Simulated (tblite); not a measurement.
C6H13P.
SMILES with atom numbers: `[CH3:1][C@@H:2]1[CH2:3][CH2:4][C@@H:5]([CH3:6])[PH:7]1` (hydrogens: H8, H9, H10 on C1; H11 on C2; H12, H13 on C3; H14, H15 on C4; H16 on C5; H17, H18, H19 on C6; H20 on P7)

Computed geometry: GFN2-xTB, gas phase.

Task: What internal coordinates does the optimisation give?

Result: 
| bond | length (pm) |
| --- | --- |
| C1–C2, C5–C6 | 152.3 |
| C2–C3, C4–C5 | 153.1 |
| C3–C4 | 152.2 |
| C5–P7 | 187.4 |
| C2–P7 | 189.3 |
| C1–H8 and 5 like bonds | 108.9 |
| C2–H11, C5–H16 | 109.7 |
| C3–H12, C4–H15 | 109.1 |
| C3–H13, C4–H14 | 109.3 |
| P7–H20 | 140.6 |

Bonds in one row agree within 1 pm and their mean is given. A selection of angles:
| angle | degrees |
| --- | --- |
| C2–C1–H8 | 110.5 |
| C2–C1–H9 | 110.6 |
| H8–C1–H9 | 108.5 |
| H8–C1–H10 | 108.4 |
| C1–C2–C3 | 112.2 |
| C1–C2–P7 | 111.3 |
| C1–C2–H11 | 108.7 |
| C3–C2–P7 | 107.2 |
| C3–C2–H11 | 109.9 |
| P7–C2–H11 | 107.4 |
| C2–C3–C4 | 107.9 |
| C2–C3–H12 | 110.8 |
| C2–C3–H13 | 109.2 |
| C4–C3–H12 | 111.7 |
| C4–C3–H13 | 109.1 |
| H12–C3–H13 | 108.0 |
| C3–C4–C5 | 106.2 |
| C4–C5–C6 | 113.7 |
| C4–C5–P7 | 105.4 |
| C6–C5–P7 | 112.7 |
| C5–P7–H20 | 93.6 |
| C2–P7–C5 | 91.7 |
| C2–P7–H20 | 94.8 |

Torsions: C1–C2–C3–C4 -152° (antiperiplanar); C2–C3–C4–C5 49° (synclinal); C3–C4–C5–C6 -169° (antiperiplanar); C4–C5–P7–C2 24° (synperiplanar); C1–C2–P7–C5 126° (anticlinal).

Of the pairs four or more bonds apart, H10···H13 is among the closest relative to their van der Waals radii: 2.46 Å, 102 % of the sum of Bondi's values. P7 (phosphine phosphorus) is pyramidal (angles 94.8°, 93.6° and 91.7°, sum 280.1°, 0.91 Å off the plane of its three neighbours). The 5-membered ring C2–C3–C4–C5–P7 has internal angles of 91.7° to 107.9° (sum 518°, against 540° for a flat polygon); it is puckered, 0.20 Å rms from its mean plane, widest ring torsion 49°.

Point group: C1 (no symmetry element, even within 0.4 Å). Its GFN2-xTB frequencies are all real (lowest 50 cm⁻¹). The numbers are those of one conformer. 2 starts were optimised and ended at 0.00 and 0.41 kcal/mol (GFN2-xTB); the lowest of these is shown.
